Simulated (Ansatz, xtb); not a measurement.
The molecule CdC, multiplicity 3 (lowest of 2S+1 = 1, 3 at CCSD(T)/def2-TZVPP on PBE0 minima; our sources give no spin for the ground state, which may be another). No spin–orbit coupling. The T1 diagnostic near the minimum is 0.046, so single-reference values are doubtful.

Constants: fifth-degree fit in 1/R to seven points, most abundant isotopes. In def2 and cc sets the state is the lowest found near the PBE0 minimum, followed along R.

The values were computed with Ansatz (a first-principles code) with Gaussian orbitals; xtb for the GFN methods. Values without a source in brackets are computed. In def2 rows elements past Kr take small-core potentials, without spin–orbit coupling. The GFN methods have no spin term and hold the electronic entropy of 300 K.

```json
[
 {"level": "GFN1-xTB", "r_e (Å)": "2.081", "ω_e (cm⁻¹)": "531", "B_e (cm⁻¹)": "0.358", "α_e (cm⁻¹)": "0.0045", "dipole (D)": "-"},
 {"level": "GFN2-xTB", "r_e (Å)": "2.138", "ω_e (cm⁻¹)": "473", "B_e (cm⁻¹)": "0.340", "α_e (cm⁻¹)": "0.0028", "dipole (D)": "-"},
 {"level": "SVWN5/def2-TZVPP", "r_e (Å)": "2.089", "ω_e (cm⁻¹)": "465", "B_e (cm⁻¹)": "0.356", "α_e (cm⁻¹)": "0.0040", "dipole (D)": "2.94"},
 {"level": "PBE/def2-TZVPP", "r_e (Å)": "2.156", "ω_e (cm⁻¹)": "413", "B_e (cm⁻¹)": "0.334", "α_e (cm⁻¹)": "0.0042", "dipole (D)": "3.09"},
 {"level": "r2SCAN/def2-TZVPP", "r_e (Å)": "2.153", "ω_e (cm⁻¹)": "422", "B_e (cm⁻¹)": "0.335", "α_e (cm⁻¹)": "0.0042", "dipole (D)": "2.92"},
 {"level": "B97M-V/def2-TZVPP", "r_e (Å)": "2.204", "ω_e (cm⁻¹)": "372", "B_e (cm⁻¹)": "0.320", "α_e (cm⁻¹)": "0.0047", "dipole (D)": "2.92"},
 {"level": "B3LYP/def2-TZVPP", "r_e (Å)": "2.218", "ω_e (cm⁻¹)": "356", "B_e (cm⁻¹)": "0.316", "α_e (cm⁻¹)": "0.0049", "dipole (D)": "2.99"},
 {"level": "PBE0/def2-TZVPP", "r_e (Å)": "2.176", "ω_e (cm⁻¹)": "402", "B_e (cm⁻¹)": "0.328", "α_e (cm⁻¹)": "0.0044", "dipole (D)": "3.14"},
 {"level": "CAM-B3LYP/def2-TZVPP", "r_e (Å)": "2.196", "ω_e (cm⁻¹)": "372", "B_e (cm⁻¹)": "0.322", "α_e (cm⁻¹)": "0.0052", "dipole (D)": "3.04"},
 {"level": "wB97M-V/def2-TZVPP", "r_e (Å)": "2.194", "ω_e (cm⁻¹)": "387", "B_e (cm⁻¹)": "0.323", "α_e (cm⁻¹)": "0.0047", "dipole (D)": "3.13"}
]
```

Doubts at one or more of the structures used: a spin-contaminated determinant (r2SCAN/def2-TZVPP, PBE0/def2-TZVPP, CAM-B3LYP/def2-TZVPP, wB97M-V/def2-TZVPP).
